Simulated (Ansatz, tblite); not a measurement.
Cost and result up the ladder for InH2(CN) (CH2InN) (5 atoms). Total charge 0; singlet. Geometry: PBE-D4/def2-TZVP.

```xyz
5

In   -0.3369    0.4688    0.5731
H     0.3106    2.0550    0.6461
H    -1.5586   -0.3123    1.4883
C     0.5480   -0.7687   -0.9445
N     1.0369   -1.4427   -1.7630
```

Ansatz on 4 threads of Arm Neoverse V2 on a shared host; xTB runs through tblite on one thread. Times are rough, summed over both states, and most runs start from the orbitals of an earlier one. PBE0-D4/def2-TZVP serves as the yardstick here, not as an exact answer. The other state is a doublet.

In the def2 sets In takes a core potential; there is no spin–orbit coupling. The xTB rows come from tblite. Correlated methods freeze 6 core orbitals; core or outer-core shells of In are correlated, in sets that lack core-valence functions.

Raw xTB energies of ions are shifted by several eV.

```json
{"level": "GFN2-xTB", "functions": "19", "wall time": "0.005 s", "vertical IE (eV)": "14.68", "difference from PBE0-D4/def2-TZVP (eV)": "3.57", "remarks": "–"}
{"level": "GFN1-xTB", "functions": "21", "wall time": "0.006 s", "vertical IE (eV)": "14.73", "difference from PBE0-D4/def2-TZVP (eV)": "3.62", "remarks": "–"}
{"level": "PBE-D4/def2-TZVP", "functions": "124", "wall time": "3.1 s", "vertical IE (eV)": "10.77", "difference from PBE0-D4/def2-TZVP (eV)": "-0.34", "remarks": "–"}
{"level": "PBE0-D4/def2-TZVP", "functions": "124", "wall time": "4.6 s", "vertical IE (eV)": "11.11", "difference from PBE0-D4/def2-TZVP (eV)": "0.00", "remarks": "–"}
{"level": "r2SCAN-D4/def2-TZVP (with forces)", "functions": "124", "wall time": "6.9 s", "vertical IE (eV)": "10.90", "difference from PBE0-D4/def2-TZVP (eV)": "-0.21", "remarks": "–"}
{"level": "CCSD(T)/def2-TZVPP", "functions": "140", "wall time": "52 s", "vertical IE (eV)": "11.64", "difference from PBE0-D4/def2-TZVP (eV)": "0.53", "remarks": "large T1 (+1 doublet)"}
```
